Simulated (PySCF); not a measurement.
C2H10O2Si2, SMILES OC[SiH](CO)[SiH3].

The structure is a stationary point at r2SCAN-D4/def2-SVP. The structure was generated by enumeration, and PubChem lists no compound with its InChIKey, so it may never have been made. Other conformers were not sampled.

Two levels are set side by side: TDA-PBE/def2-SVPD (PySCF) and TDA-LC-ωPBE/def2-SVPD (PySCF). Vertical, same geometry. The lowest singlet is HOMO→LUMO 95 % with PBE and HOMO→LUMO+1 66 % with the other functional; states are paired by order. Differences are taken from unrounded values.

```csv
quantity,TDA-LC-ωPBE
lowest singlet excitation (eV),6.76
lowest triplet excitation (TDA) (eV),6.22
```

Problem. What does TDA-PBE give, and how far is it from TDA-LC-ωPBE? (The exact figures need the calculation; the answer reports its results.)

Solution. 
```
quantity                              TDA-PBE  TDA-PBE minus TDA-LC-ωPBE
------------------------------------  -------  -------------------------
lowest singlet excitation (eV)           5.05                      -1.71
lowest triplet excitation (TDA) (eV)     4.81                      -1.41
```

Functionals without exact exchange tend to place singlet excitations lower, as here. Differences between two approximate levels are no errors against the true value.

Rough cost on one machine, each run with all the roots and properties that it gave: TDA-LC-ωPBE against TDA-PBE about 4 times.
